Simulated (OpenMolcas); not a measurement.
**Te2+: input and output**

Input:

```
&GATEWAY
Coord
1

Te 0.0 0.0 0.0
Basis=ANO-RCC-VQZP
Group=XYZ
NoMove
AngMom=0.0 0.0 0.0
AMFI
&SEWARD
Relativistic=R04O02
* reference wave functions (RASSCF and RASSI steps not shown): 4 electrons in 4 orbitals (5s 5p)
>>> COPY JOB001 $Project.JobIph
&CASPT2
Multistate=3 1 2 3
NoMult
Frozen=8 6
IPEA=0.75
Imaginary=0.3
MaxIter=60
WThr=0.0 0.3 0.05
PrWF=0.5
NoMix
>>> COPY JOB002 $Project.JobIph
&CASPT2
Multistate=6 1 2 3 4 5 6
NoMult
Frozen=8 6
IPEA=0.75
Imaginary=0.3
MaxIter=60
WThr=0.0 0.3 0.05
PrWF=0.5
NoMix
>>> COPY JOB003 $Project.JobIph
&CASPT2
Multistate=1 1
Frozen=8 6
IPEA=0.75
Imaginary=0.3
MaxIter=60
WThr=0.0 0.3 0.05
PrWF=0.5
NoMix
...
```

Launched by
```bash
OMP_NUM_THREADS=1 MOLCAS_MEM=2252 MOLCAS_PROJECT=a pymolcas a.inp > a.log  # once for each step of the input, in one work folder
```

Output, cut to the results:

```
--- CASPT2 ---
Orbital specifications:
      -----------------------

      Symmetry species                           1   2
                                                ag  au
      Frozen orbitals                            8   6
      Inactive orbitals                          6   3
      Active orbitals                            1   3
      Secondary orbitals                        36  30
      Deleted orbitals                           0   0
      Number of basis functions                 51  42
Type of calculation                        SS-CASPT2
      Fock operator                              state-specific
      IPEA shift                                 0.75
      Real shift                                 0.00
      Imaginary shift                            0.30
      The input orbitals will be transformed to quasi-canonical
Reference energy:       -6790.0382044519
      E2 (Non-variational):      -0.7322229629
      Shift correction:          -0.0013512156
      E2 (Variational):          -0.7335741785
      Total energy:           -6790.7717786304
      Residual norm:              0.0000001119
      Reference weight:           0.91943
      Contributions to the CASPT2 correlation energy
      Active & Virtual Only:         -0.0378874044
      One Inactive Excited:          -0.1405990671
      Two Inactive Excited:          -0.5537364915
Reference energy:       -6790.0382044519
      E2 (Non-variational):      -0.7322229560
      Shift correction:          -0.0013512155
      E2 (Variational):          -0.7335741716
      Total energy:           -6790.7717786234
      Residual norm:              0.0000001119
      Reference weight:           0.91943
      Contributions to the CASPT2 correlation energy
      Active & Virtual Only:         -0.0378873979
      One Inactive Excited:          -0.1405990666
      Two Inactive Excited:          -0.5537364916
::    CASPT2 Root  1     Total energy:  -6790.77177863
::    CASPT2 Root  2     Total energy:  -6790.77177862
::    CASPT2 Root  3     Total energy:  -6790.77177864
--- CASPT2 ---
Orbital specifications:
      -----------------------

      Symmetry species                           1   2
                                                ag  au
      Frozen orbitals                            8   6
      Inactive orbitals                          6   3
      Active orbitals                            1   3
      Secondary orbitals                        36  30
      Deleted orbitals                           0   0
      Number of basis functions                 51  42
Type of calculation                        SS-CASPT2
      Fock operator                              state-specific
      IPEA shift                                 0.75
      Real shift                                 0.00
      Imaginary shift                            0.30
      The input orbitals will be transformed to quasi-canonical
Reference energy:       -6789.9885804317
      E2 (Non-variational):      -0.7496991987
      Shift correction:          -0.0020660209
      E2 (Variational):          -0.7517652196
      Total energy:           -6790.7403456513
      Residual norm:              0.0000001067
      Reference weight:           0.90993
      Contributions to the CASPT2 correlation energy
      Active & Virtual Only:         -0.0527157705
      One Inactive Excited:          -0.1431623041
      Two Inactive Excited:          -0.5538211242
Reference energy:       -6789.9885804316
      E2 (Non-variational):      -0.7491757009
      Shift correction:          -0.0020360799
      E2 (Variational):          -0.7512117807
      Total energy:           -6790.7397922124
      Residual norm:              0.0000000912
      Reference weight:           0.91028
      Contributions to the CASPT2 correlation energy
      Active & Virtual Only:         -0.0525122442
      One Inactive Excited:          -0.1428392954
      Two Inactive Excited:          -0.5538241613
::    CASPT2 Root  1     Total energy:  -6790.74034565
::    CASPT2 Root  2     Total energy:  -6790.73979221
::    CASPT2 Root  3     Total energy:  -6790.73979317
::    CASPT2 Root  4     Total energy:  -6790.73979267
::    CASPT2 Root  5     Total energy:  -6790.73979212
::    CASPT2 Root  6     Total energy:  -6790.67656862
--- CASPT2 ---
Orbital specifications:
      -----------------------

      Symmetry species                           1   2
                                                ag  au
      Frozen orbitals                            8   6
      Inactive orbitals                          6   3
      Active orbitals                            1   3
      Secondary orbitals                        36  30
      Deleted orbitals                           0   0
      Number of basis functions                 51  42
Type of calculation                        SS-CASPT2
      Fock operator                              state-specific
      IPEA shift                                 0.75
      Real shift                                 0.00
      Imaginary shift                            0.30
      The input orbitals will be transformed to quasi-canonical
Reference energy:       -6789.8316510915
      E2 (Non-variational):      -0.6792432338
      Shift correction:          -0.0009729753
      E2 (Variational):          -0.6802162091
      Total energy:           -6790.5118673006
      Residual norm:              0.0000005202
      Reference weight:           0.93090
      Contributions to the CASPT2 correlation energy
      Active & Virtual Only:         -0.0148690461
      One Inactive Excited:          -0.1113195414
      Two Inactive Excited:          -0.5530546463
::    CASPT2 Root  1     Total energy:  -6790.51186730
--- CASPT2 ---
Orbital specifications:
      -----------------------

      Symmetry species                           1   2
                                                ag  au
      Frozen orbitals                            8   6
...
```

Levels above the lowest, from the spin-orbit matrix with the single-state CASPT2 energies, averaged by term, on its diagonal:

```tsv
Configuration	Term	J	E (eV)	Measured (eV)	g	Term weight %
5s2 5p2	3P	0	0.0000	0.0000		94
5s2 5p2	3P	1	0.504	0.5898	1.501	100
5s2 5p2	3P	2	0.873	1.0126	1.393	78
5s2 5p2	1D	2	1.882	2.1523	1.108	78
5s2 5p2	1S	0	3.598	3.7689		94
5s 5p3	5S*	2	7.785	8.0077	1.992	98
5s 5p3	3D*	2	10.504	10.3159	1.196	92
5s 5p3	3D*	1	10.561	10.2769	0.554	94
5s 5p3	3D*	3	10.654	10.5641	1.334	100
```

Against the 8 measured excited levels shown (the list in Zhang, Palmeri, Quinet and Biemont, Astron. Astrophys. 551, A136 (2013)) the mean absolute deviation is 1500 cm-1; the largest miss in energy is 5s 5p3 3D* 1: computed 10.561, measured 10.2769 eV (+2.8 %), and the largest in proportion 5s2 5p2 3P1 (-14.6 %).

CASPT2 breaks the degeneracy within a term, and the mean is taken; among the terms shown or strongly mixed into the levels shown the widest spread is 760 cm-1 (5s 5p3 3D*). Some high roots are left out of the spin-orbit mixing, which shifts the levels that they would mix with. Terms of s pⁿ other than that of highest spin mix with s² pⁿ⁻² d, which this space lacks; all of them can be thousands of cm-1 off, and some have no real level of that name. Computed and measured levels are paired by configuration, term and J; levels that our copy of the source lacks, or whose pairing is in doubt (as where it misses far off the trend of its configuration), stay unpaired and out of the deviations. Levels of configurations outside the active space are missing. The first state left out of the spin-orbit step lies near 120000 cm-1 above the lowest spin-free state of the reference (among the parities and spins computed), and the list stops at four fifths of that energy or lower.

The CASPT2 steps took 7.4 s on 1 thread of Arm Neoverse V1 (shared host); the integral step is not counted.

The term weight is that of the spin-free term in the level, not the purity of its configuration. * marks odd parity.
